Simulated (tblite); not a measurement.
Record of a relaxation.

Compound: C₃H₇ClP₂Si.
SMILES with atom numbers: `[CH:1]#[C:2][CH2:3][Si:4]([PH2:5])([PH2:6])[Cl:7]` (hydrogens: H8 on C1; H9, H10 on C3; H11, H12 on P5; H13, H14 on P6)

Computed with GFN2-xTB (tblite), gas phase: L-BFGS steps from a force-field or distance-geometry start until the largest atomic force falls under 0.01 eV/Å. 13 of its 143 geometries are shown.

Step 0: E = -577.1584 eV, largest atomic force 2.426 eV/Å
```
atom  x, y, z in Å  |  force x, y, z in eV/Å
C1      2.049    1.921   -0.144   -0.360  -1.060   0.331
C2      1.712    0.800    0.187    0.719   0.927  -0.058
C3      1.315   -0.554    0.604    0.840   0.575   0.227
Si4    -0.475   -0.784    0.075   -0.841  -0.431  -1.135
P5     -1.662   -1.731    1.709   -0.025  -0.509   1.386
P6     -1.237    1.232   -0.389   -2.087   1.081  -0.600
Cl7    -0.593   -1.911   -1.699    0.094   0.427   0.550
H8      2.314    2.921   -0.437   -0.194  -0.904   0.250
H9      1.981   -1.294    0.128   -0.096   0.306   0.517
H10     1.295   -0.624    1.716    0.534  -0.022  -0.686
H11    -2.173   -3.012    1.263   -0.104   1.427  -0.127
H12    -2.784   -0.861    1.980    0.535  -0.904  -0.879
H13    -0.567    1.810   -1.514    0.176  -0.246   1.338
H14    -1.176    2.088    0.779    0.808  -0.668  -1.115
```

Step 12: E = -578.5298 eV, largest atomic force 0.215 eV/Å
```
atom  x, y, z in Å  |  force x, y, z in eV/Å
C1      2.042    1.903   -0.133    0.060   0.148  -0.041
C2      1.759    0.793    0.214    0.045  -0.070   0.079
C3      1.288   -0.508    0.604    0.002  -0.002   0.029
Si4    -0.561   -0.712    0.071   -0.155   0.036   0.100
P5     -1.545   -1.734    1.849   -0.114  -0.068   0.116
P6     -1.561    1.250   -0.474    0.064   0.158   0.032
Cl7    -0.594   -1.850   -1.611   -0.008  -0.132  -0.169
H8      2.338    2.868   -0.420    0.037  -0.026   0.004
H9      1.909   -1.278    0.144   -0.002   0.014   0.004
H10     1.357   -0.619    1.690    0.047   0.037  -0.049
H11    -2.163   -2.769    1.167    0.114   0.063  -0.088
H12    -2.703   -0.974    1.819    0.063   0.055  -0.014
H13    -0.528    1.701   -1.282   -0.057  -0.126  -0.003
H14    -1.039    1.929    0.618   -0.094  -0.085  -0.001
```

Step 24: E = -578.5496 eV, largest atomic force 0.062 eV/Å
```
atom  x, y, z in Å  |  force x, y, z in eV/Å
C1      2.080    1.912   -0.129    0.000  -0.028   0.002
C2      1.760    0.809    0.212    0.039   0.048   0.000
C3      1.279   -0.490    0.598    0.024   0.011  -0.003
Si4    -0.578   -0.714    0.088   -0.046  -0.008   0.014
P5     -1.559   -1.738    1.865    0.005  -0.019   0.006
P6     -1.592    1.240   -0.463   -0.001  -0.031  -0.015
Cl7    -0.615   -1.877   -1.598    0.001   0.006   0.022
H8      2.404    2.866   -0.415    0.034   0.029  -0.004
H9      1.901   -1.255    0.132   -0.012  -0.024  -0.028
H10     1.371   -0.600    1.681   -0.010   0.010   0.024
H11    -2.131   -2.737    1.100   -0.030  -0.009   0.009
H12    -2.703   -0.958    1.821    0.013  -0.012  -0.015
H13    -0.540    1.633   -1.268   -0.004   0.038  -0.026
H14    -1.078    1.909    0.634   -0.012  -0.009   0.014
```

Step 36: E = -578.5536 eV, largest atomic force 0.036 eV/Å
```
atom  x, y, z in Å  |  force x, y, z in eV/Å
C1      2.126    1.920   -0.130    0.013   0.030  -0.009
C2      1.774    0.826    0.206   -0.010  -0.029   0.018
C3      1.282   -0.469    0.594   -0.019  -0.019   0.000
Si4    -0.582   -0.713    0.100    0.011  -0.028  -0.009
P5     -1.568   -1.763    1.862    0.010   0.003   0.004
P6     -1.615    1.222   -0.471   -0.005   0.017  -0.002
Cl7    -0.623   -1.899   -1.570    0.019   0.011   0.001
H8      2.478    2.868   -0.408    0.005  -0.002  -0.004
H9      1.893   -1.239    0.119   -0.002  -0.009  -0.003
H10     1.385   -0.582    1.676   -0.008   0.009  -0.004
H11    -2.159   -2.745    1.088    0.004   0.015   0.001
H12    -2.701   -0.967    1.825    0.005  -0.003   0.008
H13    -0.566    1.644   -1.268   -0.005   0.005   0.004
H14    -1.125    1.897    0.635   -0.017   0.001  -0.004
```

Step 47: E = -578.5551 eV, largest atomic force 0.031 eV/Å
```
atom  x, y, z in Å  |  force x, y, z in eV/Å
C1      2.151    1.913   -0.129    0.004   0.011  -0.011
C2      1.778    0.824    0.201    0.001  -0.010   0.029
C3      1.274   -0.466    0.592   -0.003  -0.008  -0.004
Si4    -0.585   -0.711    0.092    0.018  -0.012   0.005
P5     -1.554   -1.768    1.861   -0.002   0.001  -0.017
P6     -1.637    1.214   -0.482    0.002   0.025  -0.009
Cl7    -0.588   -1.900   -1.577   -0.014   0.010   0.000
H8      2.519    2.854   -0.408   -0.003   0.001  -0.005
H9      1.882   -1.240    0.120    0.007  -0.008   0.013
H10     1.372   -0.576    1.676    0.000   0.011  -0.012
H11    -2.165   -2.735    1.085   -0.001   0.002   0.004
H12    -2.683   -0.964    1.852    0.010   0.002   0.005
H13    -0.584    1.663   -1.260   -0.007  -0.008   0.011
H14    -1.179    1.893    0.636   -0.012  -0.017  -0.008
```

Step 59: E = -578.5563 eV, largest atomic force 0.019 eV/Å
```
atom  x, y, z in Å  |  force x, y, z in eV/Å
C1      2.174    1.903   -0.136   -0.010  -0.006   0.004
C2      1.791    0.821    0.206   -0.007   0.014  -0.010
C3      1.274   -0.464    0.599    0.003   0.002  -0.009
Si4    -0.580   -0.709    0.077   -0.006  -0.002   0.013
P5     -1.531   -1.776    1.849   -0.007  -0.009  -0.002
P6     -1.657    1.200   -0.503    0.002  -0.004   0.000
Cl7    -0.589   -1.887   -1.599    0.007   0.000   0.007
H8      2.549    2.841   -0.418    0.001  -0.001  -0.005
H9      1.886   -1.245    0.144    0.004  -0.008   0.009
H10     1.355   -0.563    1.685   -0.004   0.003  -0.008
H11    -2.182   -2.720    1.077   -0.002  -0.007  -0.010
H12    -2.645   -0.954    1.883    0.008   0.011   0.002
H13    -0.592    1.681   -1.242    0.008   0.007   0.011
H14    -1.254    1.872    0.639    0.003   0.001  -0.003
```

Step 71: E = -578.5578 eV, largest atomic force 0.038 eV/Å
```
atom  x, y, z in Å  |  force x, y, z in eV/Å
C1      2.175    1.894   -0.163    0.019  -0.001   0.000
C2      1.796    0.813    0.184   -0.007   0.036   0.003
C3      1.272   -0.458    0.605    0.000   0.010   0.000
Si4    -0.575   -0.716    0.070   -0.001   0.001  -0.012
P5     -1.517   -1.817    1.823   -0.024   0.002  -0.001
P6     -1.659    1.189   -0.519    0.013  -0.009   0.006
Cl7    -0.564   -1.888   -1.607    0.007  -0.005  -0.010
H8      2.563    2.825   -0.449   -0.002   0.024  -0.028
H9      1.891   -1.253    0.185   -0.013  -0.012   0.024
H10     1.334   -0.516    1.695    0.009  -0.037  -0.001
H11    -2.239   -2.694    1.036   -0.002   0.018  -0.003
H12    -2.580   -0.934    1.924   -0.005  -0.016   0.019
H13    -0.561    1.707   -1.184   -0.004   0.006   0.007
H14    -1.336    1.848    0.658    0.009  -0.017  -0.006
```

Step 83: E = -578.5631 eV, largest atomic force 0.065 eV/Å
```
atom  x, y, z in Å  |  force x, y, z in eV/Å
C1      2.208    1.871   -0.241   -0.031  -0.003  -0.010
C2      1.809    0.814    0.156   -0.018   0.012   0.003
C3      1.264   -0.429    0.635   -0.001  -0.007   0.007
Si4    -0.560   -0.733    0.043    0.005   0.008   0.003
P5     -1.507   -1.918    1.739   -0.053   0.007  -0.022
P6     -1.649    1.164   -0.559    0.023   0.033   0.023
Cl7    -0.469   -1.897   -1.637    0.006   0.009   0.008
H8      2.584    2.789   -0.582    0.020  -0.022   0.000
H9      1.891   -1.254    0.292    0.014   0.012   0.014
H10     1.283   -0.424    1.728    0.012  -0.016   0.001
H11    -2.414   -2.569    0.919    0.017   0.030   0.026
H12    -2.424   -0.930    2.074    0.046  -0.038  -0.027
H13    -0.493    1.780   -1.010   -0.029  -0.015  -0.015
H14    -1.525    1.734    0.700   -0.011  -0.010  -0.011
```

Step 95: E = -578.5668 eV, largest atomic force 0.034 eV/Å
```
atom  x, y, z in Å  |  force x, y, z in eV/Å
C1      2.220    1.842   -0.299    0.028   0.007   0.011
C2      1.814    0.812    0.159   -0.006  -0.016  -0.012
C3      1.257   -0.411    0.671    0.007  -0.004   0.000
Si4    -0.543   -0.737    0.024   -0.008   0.007   0.017
P5     -1.500   -1.988    1.663   -0.023  -0.011  -0.021
P6     -1.661    1.145   -0.580   -0.006   0.002  -0.005
Cl7    -0.389   -1.876   -1.666    0.006   0.009   0.005
H8      2.634    2.731   -0.673   -0.017  -0.001  -0.002
H9      1.895   -1.245    0.373    0.008   0.000   0.009
H10     1.248   -0.374    1.764   -0.008   0.011  -0.011
H11    -2.527   -2.449    0.859    0.015   0.023   0.020
H12    -2.269   -0.946    2.158    0.005  -0.017  -0.006
H13    -0.504    1.833   -0.902   -0.001  -0.007  -0.019
H14    -1.677    1.661    0.707    0.003  -0.003   0.016
```

Step 106: E = -578.5688 eV, largest atomic force 0.036 eV/Å
```
atom  x, y, z in Å  |  force x, y, z in eV/Å
C1      2.244    1.813   -0.334   -0.024  -0.010  -0.003
C2      1.825    0.800    0.149    0.008   0.031  -0.016
C3      1.255   -0.400    0.700   -0.002   0.005   0.004
Si4    -0.529   -0.737    0.017    0.001  -0.012  -0.005
P5     -1.510   -2.047    1.591    0.014  -0.021  -0.007
P6     -1.678    1.129   -0.580    0.005  -0.008  -0.018
Cl7    -0.313   -1.841   -1.688   -0.007   0.001  -0.013
H8      2.644    2.691   -0.746    0.017  -0.004   0.011
H9      1.897   -1.247    0.451   -0.010  -0.004   0.010
H10     1.218   -0.317    1.789    0.002   0.005   0.006
H11    -2.621   -2.328    0.816    0.004   0.010   0.000
H12    -2.140   -0.987    2.220   -0.020   0.006   0.023
H13    -0.529    1.856   -0.845   -0.011   0.000   0.002
H14    -1.764    1.613    0.718    0.023   0.003   0.007
```

Step 118: E = -578.5700 eV, largest atomic force 0.038 eV/Å
```
atom  x, y, z in Å  |  force x, y, z in eV/Å
C1      2.246    1.802   -0.356    0.009   0.015  -0.005
C2      1.826    0.798    0.144   -0.009  -0.020   0.009
C3      1.250   -0.388    0.718   -0.006  -0.001   0.011
Si4    -0.523   -0.742    0.015   -0.002   0.004   0.000
P5     -1.524   -2.084    1.549    0.036  -0.012  -0.002
P6     -1.691    1.116   -0.570   -0.016  -0.012   0.016
Cl7    -0.279   -1.816   -1.706   -0.004  -0.005  -0.003
H8      2.660    2.670   -0.776    0.006   0.006  -0.005
H9      1.895   -1.243    0.501   -0.002   0.006  -0.003
H10     1.202   -0.276    1.804   -0.014   0.003  -0.004
H11    -2.668   -2.252    0.791   -0.024  -0.012  -0.012
H12    -2.080   -1.035    2.261    0.000   0.012   0.007
H13    -0.556    1.856   -0.848    0.024   0.005  -0.012
H14    -1.759    1.594    0.731    0.003   0.010   0.002
```

Step 130: E = -578.5728 eV, largest atomic force 0.017 eV/Å
```
atom  x, y, z in Å  |  force x, y, z in eV/Å
C1      2.246    1.805   -0.338    0.002   0.007  -0.005
C2      1.805    0.807    0.156   -0.003  -0.008   0.000
C3      1.217   -0.375    0.728   -0.001  -0.001   0.001
Si4    -0.544   -0.743    0.006    0.000  -0.001   0.004
P5     -1.503   -2.123    1.531    0.008  -0.004  -0.002
P6     -1.716    1.132   -0.516   -0.009  -0.012  -0.008
Cl7    -0.305   -1.786   -1.733    0.001   0.009   0.004
H8      2.672    2.668   -0.754   -0.002  -0.001  -0.001
H9      1.870   -1.229    0.537    0.001  -0.001  -0.001
H10     1.141   -0.250    1.811    0.005  -0.004   0.004
H11    -2.667   -2.291    0.803   -0.004  -0.001  -0.006
H12    -2.047   -1.089    2.275   -0.005   0.003   0.005
H13    -0.600    1.795   -0.997    0.008   0.003  -0.004
H14    -1.569    1.677    0.750   -0.002   0.012   0.007
```

Step 142: E = -578.5732 eV, largest atomic force 0.010 eV/Å
```
atom  x, y, z in Å  |  force x, y, z in eV/Å
C1      2.235    1.808   -0.336   -0.001  -0.007   0.005
C2      1.803    0.807    0.160    0.002   0.002  -0.002
C3      1.222   -0.380    0.730   -0.001  -0.002  -0.003
Si4    -0.546   -0.739    0.020    0.006  -0.001  -0.008
P5     -1.506   -2.123    1.542   -0.002  -0.003  -0.002
P6     -1.713    1.136   -0.510   -0.003   0.006  -0.001
Cl7    -0.313   -1.772   -1.727   -0.002   0.000   0.008
H8      2.656    2.674   -0.751   -0.001   0.003  -0.003
H9      1.872   -1.232    0.523   -0.001   0.002   0.005
H10     1.159   -0.265    1.815    0.003  -0.002   0.000
H11    -2.657   -2.312    0.799    0.005   0.002  -0.001
H12    -2.075   -1.092    2.272   -0.002   0.000   0.001
H13    -0.600    1.780   -1.024   -0.003  -0.001   0.002
H14    -1.539    1.707    0.743    0.000   0.002   0.000
```

Task: Summarise the path.

Result: The energy falls by 32.63 kcal/mol from step 0 to step 142; nine tenths of that is first reached at step 5. It rises by more than 0.2 meV at step 80. The largest force goes from 2.426 to 0.010 eV/Å. Among the bonds Si4–P6 changes most (a near tie, within 0.001 Å, with another), from 2.204 to 2.271 Å; the atoms move by 0.494 Å rms after alignment.

Task: Follow the three bonds and two angles with the largest change from start to end.

Result: 
```tsv
step	E above end (kcal/mol)	largest force (eV/Å)	Si4–P6 (Å)	P5–H11 (Å)	P6–H14 (Å)	H13–P6–H14 (°)	Si4–P6–H13 (°)
0	32.63	2.426	2.204	1.449	1.449	112.0	111.9
6	2.66	0.332	2.323	1.396	1.402	92.0	97.2
12	1.00	0.215	2.269	1.385	1.388	91.0	95.4
19	0.62	0.123	2.266	1.382	1.385	92.5	93.7
25	0.53	0.061	2.268	1.381	1.384	92.4	92.7
31	0.47	0.072	2.268	1.382	1.385	92.6	93.4
37	0.45	0.023	2.267	1.383	1.385	92.5	93.4
43	0.43	0.040	2.269	1.382	1.385	92.5	93.7
49	0.41	0.027	2.269	1.382	1.385	92.5	93.6
56	0.40	0.057	2.265	1.383	1.386	92.6	93.5
62	0.38	0.028	2.269	1.382	1.385	92.6	93.8
68	0.37	0.073	2.267	1.383	1.386	92.5	93.8
74	0.34	0.102	2.269	1.386	1.391	92.6	93.2
80	0.30	0.239	2.269	1.391	1.394	92.2	93.0
86	0.21	0.053	2.268	1.382	1.386	92.5	93.4
93	0.16	0.062	2.270	1.383	1.388	92.4	93.6
99	0.13	0.031	2.271	1.383	1.388	92.4	93.6
105	0.10	0.060	2.271	1.382	1.387	92.7	93.5
111	0.08	0.027	2.271	1.384	1.388	92.6	93.6
117	0.07	0.037	2.271	1.382	1.388	92.6	93.9
123	0.03	0.049	2.271	1.383	1.389	92.2	93.7
130	0.01	0.017	2.272	1.383	1.387	92.5	93.4
136	0.01	0.014	2.271	1.383	1.388	92.5	93.3
142	0.00	0.010	2.271	1.383	1.387	92.5	93.3
```

The cost below is that of the whole relaxation. Time: 2.2 s wall. Hardware: Arm Neoverse N1, one thread, shared host.
